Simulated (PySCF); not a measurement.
diarsenic (As2), SMILES [As]#[As]. Atoms are numbered in the order given.

```xyz
2

As     0.0000     0.0000    -1.0591
As     0.0000     0.0000     1.0591
```

The structure is a stationary point at PBE-D3(BJ)/def2-TZVP.

Two levels are set side by side: PBE/pcSseg-2 (PySCF) and KT2/pcSseg-2 (PySCF). GIAO shifts against AsH3 (⁷⁵As) at the same level; non-relativistic, no solvent, atoms listed together averaged. Differences are taken from unrounded values.

| quantity | KT2 | PBE | PBE minus KT2 |
|---|---|---|---|
| δ(⁷⁵As) of As1, As2 (ppm) | 2281.1 | 2377.3 | 96.3 |

Rough cost on one machine, each run with all the roots and properties that it gave: KT2 against PBE within a factor of 2.
